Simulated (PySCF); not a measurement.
## Electronic structure of Rb⁺ (rubidium, charge +1) at the UHF level

Configuration: [Kr], closed-shell 1S. Computed with PySCF 2.14 in jorge-DZP-DKH, with the spin-free X2C one-electron Hamiltonian (Gaussian nucleus).

```json
{"Total energy": "-2978.702081 hartree", "One-electron energy": "-4123.9115 hartree", "Hartree (Coulomb) energy": "1244.8484 hartree", "Exchange energy": "-99.6390 hartree", "⟨S²⟩": "0.0000", "⟨L²⟩": "0.000", "Sum of ⟨r⟩": "23.99 bohr", "Sum of ⟨r²⟩": "31.60 bohr²", "Langevin diamagnetic susceptibility": "-25.0 ×10⁻⁶ cm³/mol", "Time after the integrals": "0.08 s of wall time on 1 thread of Neoverse-V1 (shared host)"}
```

```tsv
shell	electrons	mean orbital energy (hartree)	rms radius, mean of both spins (bohr)
1s	2	-561.96486	0.0464
2s	2	-77.64805	0.192
2p	6	-68.69118	0.171
3s	2	-12.74317	0.545
3p	6	-9.77386	0.556
3d	10	-4.83923	0.578
4s	2	-1.76364	1.59
4p	6	-1.01177	1.85
```

Densities and radii are taken from the X2C orbitals without a picture-change correction, which distorts them close to the nucleus.
